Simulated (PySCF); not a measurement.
Give a PBE0-D3(BJ)/def2-SVP geometry of `C[Se+](C)C`. (Charge +1.)

```xyz
13
C3H9Se angstrom
C     -0.2299    1.6561    0.3973
Se    -0.1434   -0.1767    0.9930
C      1.5557   -0.6871    0.2357
C     -1.3368   -0.9912   -0.2847
H     -0.0087    1.7112   -0.6765
H      0.5022    2.2276    0.9838
H     -1.2428    2.0226    0.6131
H      1.5780   -0.4413   -0.8340
H      1.6781   -1.7665    0.3982
H      2.3344   -0.1405    0.7850
H     -1.0300   -0.7276   -1.3051
H     -1.2968   -2.0774   -0.1257
H     -2.3495   -0.6247   -0.0681
```

Any rigid rotation of these coordinates is as good. Atoms count from 1 in this order. All 3 C–Se bonds measure 1.929 Å. Se2 (selenium bonded to 3 C) is pyramidal (angles 100.0°, 99.8° and 99.7°, sum 299.5°, 0.90 Å off the plane of its three neighbours).

Bonds between heavy atoms (Å): C1–Se2 1.929, Se2–C3 1.929, Se2–C4 1.929.

The calculation used PBE0-D3(BJ)/def2-SVP geometry optimisation, gas phase (PySCF 2.14.0).

Whether it is a minimum is left open (no frequencies).

The run took 34 s on Intel Xeon Platinum 8375C at 2.90 GHz, one thread, on a shared host, and the process peaked at 0.49 GiB of memory. These figures are those of the optimisation.
